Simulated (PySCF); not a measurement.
# Run times: promethium in x2c-TZVPPall-2c

Measured wall times of calculations with PySCF 2.14 in x2c-TZVPPall-2c (11s11p10d4f2g, 140 functions), with two-component X2C-1e, run from one Python driver. Hardware: 1 thread of Neoverse-V2 on a shared host, 3 GiB allowed. The two-electron integrals over 140 functions were computed once and kept in memory (18 CPU seconds with the set-up); the times below exclude them.

Launch command (the driver calls PySCF for each step listed in the task file):

```bash
OMP_NUM_THREADS=1 python sorun2.py TASK.json OUT
```

| species | step | iterations | wall time (s) |
| --- | --- | --- | --- |
| Pm³⁺ [Xe] 4f4 | GHF, spin-free | 7 | 14 |
| Pm³⁺ [Xe] 4f4 | GMP2 (30 electrons), spin-free |  | 15 |
| Pm³⁺ [Xe] 4f4 | GMP2 (30 electrons), screened spin-orbit |  | 13 |
| Pm⁴⁺ [Xe] 4f3 | GHF, spin-free | 8 | 15 |
| Pm⁴⁺ [Xe] 4f3 | GMP2 (29 electrons), spin-free |  | 12 |
| Pm⁴⁺ [Xe] 4f3 | GHF, screened spin-orbit | 20 | 50 |
| Pm⁴⁺ [Xe] 4f3 | GMP2 (29 electrons), screened spin-orbit |  | 12 |

(1) Roughly how long does GHF, screened spin-orbit take for Pm³⁺ [Xe] 4f4 here?

Peak memory of the process: 0.99 GiB. Times on a shared host vary from run to run.

## Answers

(1) About 100 s.
